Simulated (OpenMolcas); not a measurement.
W4+ (d2) on a cation site of an ionic host was computed by SS-CASPT2, IPEA 0.25 Eh, imaginary shift 0.1 Eh with the d shell active (OpenMolcas, ANO-RCC-VTZP on the metal). Its lowest spin-free states, and all those of the highest spin:

```
2S+1  Degeneracy  E (cm-1)
   3           3         0
   1           3      7480
   1           2      7570
   1           1     17930
   3           3     36720
   3           3     43360
   1           3     44640
   1           3     47170
   3           1     74810
   1           2     82420
   1           1     91800
```

Is the site octahedral, tetrahedral or cube-like, axial, or of lower symmetry?

The states with 2S+1 = 3 have orbital degeneracies 3, 3, 3, 1. Threefold states need a cubic site. For d2 at this spin an octahedron puts the threefold T1 below the threefold T2 and a tetrahedron or cube puts the single A2 below the threefold T2, so the site is octahedral. The run had W4+ with its 6 nearest fluoride ions at 1.959 Å, on the Ga site of K2NaGaF6 (a = 8.246 Å, distance in the model lattice 1.938 Å). The rest of the host is ab initio model potentials to 7.6 Å, with orthogonalisation functions on the cations behind the ligands, and point charges beyond; the distance is set by hand and nothing relaxes, and no local charge compensation is placed. Ligand basis ANO-RCC-VDZP.

Roots that are degenerate in the reference are averaged as groups; the widest CASPT2 spread within a group is 220 cm-1 (the 3-fold group of multiplicity 1 near 47200 cm-1 above the lowest state of its run). Shifts and gaps below about the spread of the groups concerned are not significant. Over all roots computed the reference weight is 0.72 to 0.73; a low but even weight reflects the number of correlated electrons. An orbital triplet at a regular site is open to Jahn-Teller coupling, which can distort the site and quench the lowest spin-orbit gaps and is left out. The least metal-like active orbital is 76 % on the metal (Löwdin) and no ligand orbital is active, so the numbers are rough. Ligand-to-metal charge-transfer states are missing. With no ligand orbital active B as a rule stays too high, so bands that hang on it stand too high and its fall with covalency is understated. With one d shell and no ligand orbital active, 10Dq can be off by a tenth or more. No measured value stands beside these numbers; the geometry was set by hand and not optimised.
